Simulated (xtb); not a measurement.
Harmonic IR lines of one isomer of C7H14OSi, unscaled. All values below come from GFN2-xTB (xtb 6.7.1).

wavenumber (cm⁻¹): 540 (m), 634 (w), 767 (m), 776 (s), 787 (s), 796 (vs), 815 (w), 990 (w), 1391 (w), 1788 (s), 2241 (vs), 2263 (vs), 2281 (vs), 2724 (m), 2874 (w), 2933 (w), 2959 (w), 2965 (m), 2974 (m), 2980 (m), 2987 (w)

**Question.** Say which structure gives these lines.
A. `O=C[C@@H]1CCC[C@H]([SiH3])C1`
B. `O=C[C@@H]1CCC[C@@H]([SiH3])C1`
C. `O=C[C@@H]1CCCC[C@@H]1[SiH3]`
D. `O=C[C@H]1CC[C@@H]([SiH3])CC1`

**Answer.** B, `O=C[C@@H]1CCC[C@@H]([SiH3])C1`
